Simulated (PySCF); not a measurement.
SiHClBr2, SMILES Cl[SiH](Br)Br. The structure is a stationary point at PBE0-D3(BJ)/def2-SVP.

Problem. Give the equilibrium geometry at PBE0-D3(BJ)/def2-SVP (PySCF confirms it by a frequency run) as bond lengths and angles, and its point group. (The exact figures need the calculation; the answer reports its results.)

Solution. point group Cs.
Atoms: Si1 Cl2 Br3 Br4 H5. Bonded distances (Å): Si1–Cl2 2.049, Si1–Br3 2.205, Si1–Br4 2.205, Si1–H5 1.478. Angles (°): Cl2–Si1–Br3 109.5, Cl2–Si1–Br4 109.5, Cl2–Si1–H5 109.3, Br3–Si1–Br4 109.9, Br3–Si1–H5 109.3, Br4–Si1–H5 109.3.
Charge 0, spin multiplicity 1.
